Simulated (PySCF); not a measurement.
## Atomic charges by several schemes

Species: C₅H₅PS.
Structure used (GFN2-xTB), in Å, numbered top down from 1:
```
atom  x, y, z in Å
C1    -1.9759   -1.1732    0.4270
C2    -1.3979    0.0150    0.2847
C3    -0.0011    0.2295   -0.0068
C4     0.5849    1.4553   -0.1487
P5     2.3058    1.5337   -0.5041
C6     2.4594   -0.1653   -0.5062
S7     1.0721   -1.1194   -0.2043
H8    -1.4174   -2.0896    0.3299
H9    -3.0250   -1.2661    0.6449
H10   -1.9815    0.9209    0.3872
H11    0.0021    2.3578   -0.0442
H12    3.3759   -0.6995   -0.6855
```

Density: PBE0/pcSseg-1 (PySCF); schemes: Mulliken, IAO, Hirshfeld and ESP-fitted. Geometry: GFN2-xTB, one conformer, isolated molecule.

Task: Tabulate the Mulliken, IAO, Hirshfeld and ESP-fitted charges.

Result: In e:

| atom | environment | Mulliken | IAO | Hirshfeld | ESP-fitted |
| --- | --- | --- | --- | --- | --- |
| C1 | terminal =CH2 carbon | -0.141 | -0.312 | -0.099 | -0.320 |
| C2 | alkene CH carbon | -0.082 | -0.138 | -0.052 | -0.181 |
| C3 | substituted aromatic carbon | -0.334 | -0.132 | -0.025 | -0.014 |
| C4 | aromatic CH carbon | -0.319 | -0.397 | -0.128 | -0.049 |
| P5 | phosphorus bonded to 2 C | +0.460 | +0.350 | +0.063 | -0.108 |
| C6 | aromatic CH next to a ring sulfur | -0.545 | -0.562 | -0.140 | -0.234 |
| S7 | thiophene-type sulfur | +0.318 | +0.369 | +0.134 | +0.051 |
| H8 | vinylic hydrogen | +0.134 | +0.149 | +0.039 | +0.175 |
| H9 | vinylic hydrogen | +0.126 | +0.161 | +0.053 | +0.163 |
| H10 | vinylic hydrogen | +0.102 | +0.159 | +0.056 | +0.162 |
| H11 | aromatic hydrogen | +0.113 | +0.168 | +0.050 | +0.134 |
| H12 | aromatic hydrogen | +0.167 | +0.185 | +0.049 | +0.221 |

Mean size of the charges over all atoms: IAO 0.257 e, Mulliken 0.237 e, ESP-fitted 0.151 e, Hirshfeld 0.074 e. Each set sums to the total charge, 0, to within 0.001 e. The Hirshfeld scheme divides the density at each point in proportion to the densities of the neutral, spherically averaged free atoms.

Lowest charge. The schemes don't all agree: Mulliken C6 (-0.545); IAO C6 (-0.562); Hirshfeld C6 (-0.140); ESP-fitted C1 (-0.320).

Highest charge. The schemes don't all agree: Mulliken P5 (+0.460); IAO S7 (+0.369); Hirshfeld S7 (+0.134); ESP-fitted H12 (+0.221).

Task: How many electrons does the Mulliken scheme count on C1?

Result: Z − q = 6 − (-0.141) = 6.141.

Task: How closely do the schemes follow one another over all atoms?

Result: Correlation coefficient and root-mean-square difference: IAO with Hirshfeld 0.98, 0.208 e; Mulliken with IAO 0.95, 0.092 e; Mulliken with Hirshfeld 0.88, 0.209 e; Hirshfeld with ESP-fitted 0.71, 0.128 e; IAO with ESP-fitted 0.67, 0.216 e; Mulliken with ESP-fitted 0.50, 0.245 e.

The run behind these numbers computed NMR shieldings as well. On one thread, Intel Xeon Platinum 8488C (x86_64), no GPU, shared host with 192 logical CPUs at a one-minute load of 82, this took 28 s wall (with the writing of density and orbital grids) and 0.81 GiB of memory at its peak.
